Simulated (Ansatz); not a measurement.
`OC(O)(F)O[SiH3]` → `OC(O)(O)F` + `[SiH2]`  (silylene loss)

Program: Ansatz. Geometries: PBE0-D4/def2-TZVP. ΔE: electronic, gas phase. CBS: MP2 limit from def2 TZ/QZ plus the TZ coupled-cluster correction, frozen cores. This one scheme is used for every species. Functionals use def2-TZVPP. B3LYP here is the variant with VWN-RPA as its local correlation; programs differ in this. Each species was taken in one conformer, which may not be the lowest.

```
             level  ΔE (kcal/mol)
            PBE-D4           74.7
            r2SCAN           80.6
              PBE0           75.7
             B3LYP           73.2
     HF/def2-TZVPP           75.7
   CCSD/def2-TZVPP           74.6
CCSD(T)/def2-TZVPP           75.3
      HF/CBS(def2)           76.3
```

Problem. What does CCSD(T)/CBS give? (An estimate is asked.)

Solution. Computed: +77.0 kcal/mol. The listed levels differ from it by -2.3, 3.6, -1.3, -3.8, -1.3, -2.4, -1.7, -0.7 kcal/mol.

Largest T1 diagnostic among the species: 0.014.

The D4 term adds +3.1 kcal/mol with B3LYP and +1.7 kcal/mol with PBE0; it sums over pairs of atoms, weighted by their polarisabilities, and B3LYP, whose exchange is more repulsive, gets the larger term. From PBE to PBE0 (25 % exact exchange), in def2-TZVPP and without D4, ΔE moves by +3.0 kcal/mol.
